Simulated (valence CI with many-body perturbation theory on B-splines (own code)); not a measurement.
Rh²²⁺: E2, M1 decay

Calculated by relativistic CI+MBPT: five valence electrons over a frozen Dirac-Fock core [Ar], a basis of 7 s, 7 p, 8 d, 6 f, 4 g, 1 h functions for each j, with the one-electron correlation potential Σ1 (screened to all orders), the two-electron term Σ2, the three-electron term Σ3, Breit, model QED; selected single and double excitations, second order for the rest (own B-spline code, finite nucleus).

No measured spectrum was set against this ion. As an estimate, terms of the open shell hold to 2 to 4 % of their energy, and close levels can change places. Core correlation moves these levels by up to 13000 cm⁻¹, and in measured spectra 5 to 20 % of such shifts remained as error; rates that hang on mixing are uncertain with them. Only levels of the ground parity were solved; by the run's estimate the other parity begins above the list, which can be wrong where configurations are misplaced.

Lines 1 to 50 of 120 in falling wavelength, among levels below 423450 cm⁻¹, chosen from the decays that carry over 1 % of a level's rate. Wavelengths and rates use the calculated energies, so an error of 3000 cm⁻¹ moves a line at 4501 Å by 14 % and its rate by three times that or more. Electric multipoles are in the length gauge, E1 and E2 with the static RPA response of the core. S is in atomic units (e²a₀⁴ for E2 and M2, e²a₀⁶ for E3), for M1 in squared Bohr magnetons. Weak lines are less certain than strong ones. Lines between different terms over intervals too small for the method are left out, as are lines whose strength nearly cancels. Intervals below about 3000 cm⁻¹, as at the head of this list, are uncertain by tens of per cent.

Names give the largest LS component (configuration and term), which can be under half, so a name can repeat, a term be missing and a line seem to break the LS rules; names also repeat where a configuration has a term twice. Letters in brackets count levels of one name in rising energy.

```csv
λ vac (Å),Upper,Lower,Type,A (s⁻¹),S (a.u.)
36750,3d5 4G_11/2,3d5 4G_7/2,E2,4.88e-10,3.51e-04
19500,3d5 4G_9/2,3d5 4G_11/2,M1,3.87e+00,1.07e+01
12740,3d5 4G_9/2,3d5 4G_7/2,M1,1.56e+01,1.20e+01
7960,3d5 4P_1/2,3d5 4P_3/2,M1,9.43e+01,3.53e+00
7882,3d5 4D_3/2,3d5 4D_5/2,M1,6.38e+01,4.63e+00
7754,3d5 2I_13/2,3d5 2I_11/2,M1,2.00e+01,4.83e+00
6546,3d5 2F_7/2 [c],3d5 2F_5/2 [b],M1,4.27e+01,3.55e+00
5278,3d5 4F_3/2,3d5 4F_5/2,M1,1.51e+02,3.30e+00
4835,3d5 4G_7/2,3d5 4G_5/2 [a],M1,1.79e+02,5.99e+00
4501,3d5 2F_7/2 [a],3d5 4D_5/2,M1,1.34e+01,3.63e-01
4199,3d5 4D_7/2,3d5 4G_9/2,M1,9.79e+01,2.15e+00
4193,3d5 4F_5/2,3d5 2D_3/2 [a],M1,8.60e+01,1.41e+00
4034,3d5 4P_3/2,3d5 4G_5/2 [a],M1,2.09e+02,2.04e+00
3910,3d5 4D_7/2,3d5 4G_5/2 [b],M1,2.54e+02,4.51e+00
3743,3d5 2H_9/2,3d5 2G_9/2 [a],M1,2.22e+02,4.32e+00
3735,3d5 4G_5/2 [b],3d5 4G_5/2 [a],M1,6.82e+02,7.91e+00
3474,3d5 4F_5/2,3d5 2F_7/2 [a],M1,5.23e+02,4.88e+00
3354,3d5 2G_7/2 [a],3d5 2F_5/2 [a],M1,1.72e+02,1.93e+00
3307,3d5 2G_9/2 [b],3d5 2G_7/2 [a],M1,1.84e+02,2.47e+00
3158,3d5 4D_7/2,3d5 4G_7/2,M1,2.81e+02,2.63e+00
3127,3d5 2H_11/2,3d5 2H_9/2,M1,1.61e+02,2.19e+00
3078,3d5 4D_1/2,3d5 4P_1/2,M1,9.20e+02,1.99e+00
3047,3d5 2H_9/2,3d5 2F_7/2 [a],M1,9.52e+01,9.99e-01
3027,3d5 2F_5/2 [a],3d5 4D_5/2,M1,8.37e+01,5.16e-01
2878,3d5 2F_7/2 [c],3d5 2H_9/2,M1,2.26e+02,1.60e+00
2735,3d5 4D_5/2,3d5 4P_3/2,M1,1.17e+02,5.33e-01
2709,3d5 4F_3/2,3d5 2F_5/2 [a],M1,4.68e+01,1.38e-01
2678,3d5 2G_9/2 [a],3d5 4D_7/2,M1,1.74e+02,1.24e+00
2628,3d5 2G_9/2 [b],3d5 2H_9/2,M1,7.65e+02,5.15e+00
2610,3d5 4F_5/2,3d5 4D_3/2,M1,1.55e+02,6.15e-01
2578,3d5 2F_7/2 [c],3d5 4F_5/2,M1,2.88e+02,1.46e+00
2510,3d5 2F_7/2 [b],3d5 2F_5/2 [a],M1,2.89e+02,1.35e+00
2461,3d5 2G_7/2 [a],3d5 2F_7/2 [a],M1,3.32e+02,1.47e+00
2459,3d5 4D_5/2,3d5 4G_7/2,M1,4.30e+02,1.42e+00
2411,3d5 2F_5/2 [b],3d5 2F_5/2 [a],M1,2.27e+02,7.07e-01
2378,3d5 2F_5/2 [a],3d5 4D_7/2,M1,2.70e+02,8.07e-01
2337,3d5 4F_3/2,3d5 2D_3/2 [a],M1,4.06e+02,7.69e-01
2287,3d5 2H_9/2,3d5 2I_11/2,M1,9.95e+01,4.41e-01
2266,3d5 2I_11/2,3d5 4G_9/2,M1,1.84e+02,9.50e-01
2244,3d5 2F_7/2 [b],3d5 2G_9/2 [a],M1,6.04e+02,2.02e+00
2220,3d5 4D_1/2,3d5 4P_3/2,M1,6.32e+02,5.12e-01
2115,3d5 4D_3/2,3d5 4G_5/2 [b],M1,1.16e+02,1.62e-01
2112,3d5 2F_5/2 [b],3d5 2D_3/2 [a],M1,7.30e+02,1.53e+00
2030,3d5 4D_3/2,3d5 4P_3/2,M1,6.74e+02,8.36e-01
2030,3d5 2I_11/2,3d5 4G_11/2,M1,8.16e+02,3.04e+00
1974,3d5 2F_7/2 [b],3d5 2F_7/2 [a],M1,7.21e+01,1.64e-01
1961,3d5 4F_5/2,3d5 4D_5/2,M1,9.95e+02,1.67e+00
1955,3d5 2D_3/2 [a],3d5 4P_1/2,M1,2.76e+02,3.06e-01
1912,3d5 2F_5/2 [b],3d5 2F_7/2 [a],M1,6.39e+01,9.94e-02
1910,3d5 4D_7/2,3d5 4G_5/2 [a],M1,2.74e+01,5.67e-02
```
